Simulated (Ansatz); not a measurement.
Geometry optimisation, RKS PBE-D4/def2-SVP (Ansatz).

input.yaml

```yaml
crystal:
  periodic: [false, false, false]
  atoms:
    - { symbol: W, position_ang: [-0.256664, 0.142164, 0.006269] }
    - { symbol: F, position_ang: [0.169921, -0.042039, 1.819511] }
    - { symbol: F, position_ang: [1.464836, 0.928789, 0.041079] }
    - { symbol: H, position_ang: [-0.673067, 1.715952, 0.525864] }
    - { symbol: F, position_ang: [-1.993941, 0.466075, -0.616352] }
    - { symbol: F, position_ang: [-0.957853, -1.57842, 0.316139] }
    - { symbol: O, position_ang: [0.207443, -0.021546, -1.813037] }
    - { symbol: H, position_ang: [1.145898, -0.035168, -2.096816] }
    - { symbol: Cl, position_ang: [2.319593, -2.201035, 0.863892] }
    - { symbol: H, position_ang: [1.734834, -1.473071, 1.824149] }
basis:
  gaussian: { orbitals: def2-SVP }
hamiltonian:
  xc: pbe
  dispersion: d4
relax:
  f_tol: 0.03
  max_steps: 50
output:
  orbitals: {}
```

Run as:

```bash
$ ansatz run input.yaml --threads 4 --pin off --max-ram 5120MiB --backend cpu --events-out ev --progress --plain --runs-dir out
```

Q: Where does it end, and by what steps?

A: The forces met the threshold. After 10 steps the energy has fallen by 0.045 eV; Cl9 moved furthest, 0.37 Å.

```json
{"step": "0", "energy less start (eV)": "0.0000", "largest force component (eV/Å)": "0.681", "accepted": "yes"}
{"step": "1", "energy less start (eV)": "-0.0046", "largest force component (eV/Å)": "0.935", "accepted": "yes"}
{"step": "2", "energy less start (eV)": "-0.0023", "largest force component (eV/Å)": "0.884", "accepted": "no"}
{"step": "3", "energy less start (eV)": "-0.0260", "largest force component (eV/Å)": "0.554", "accepted": "yes"}
{"step": "4", "energy less start (eV)": "-0.0374", "largest force component (eV/Å)": "0.279", "accepted": "yes"}
{"step": "5", "energy less start (eV)": "-0.0400", "largest force component (eV/Å)": "0.211", "accepted": "yes"}
{"step": "6", "energy less start (eV)": "-0.0426", "largest force component (eV/Å)": "0.155", "accepted": "yes"}
{"step": "7", "energy less start (eV)": "-0.0445", "largest force component (eV/Å)": "0.056", "accepted": "yes"}
{"step": "8", "energy less start (eV)": "-0.0448", "largest force component (eV/Å)": "0.043", "accepted": "yes"}
{"step": "9", "energy less start (eV)": "-0.0449", "largest force component (eV/Å)": "0.035", "accepted": "yes"}
{"step": "10", "energy less start (eV)": "-0.0451", "largest force component (eV/Å)": "0.011", "accepted": "yes"}
```

```xyz
10
Properties=species:S:1:pos:R:3
W -0.262 0.139 0.045
F 0.115 0.036 1.895
F 1.422 1.010 0.106
H -0.728 1.717 0.495
F -1.951 0.441 -0.711
F -1.027 -1.539 0.426
O 0.300 -0.127 -1.738
H 1.254 -0.144 -1.953
Cl 2.135 -2.082 0.571
H 1.902 -1.549 1.735
```

Run time: 25 s on 4 threads of Arm Neoverse V1, on a shared host, peak memory 0.21 GiB.
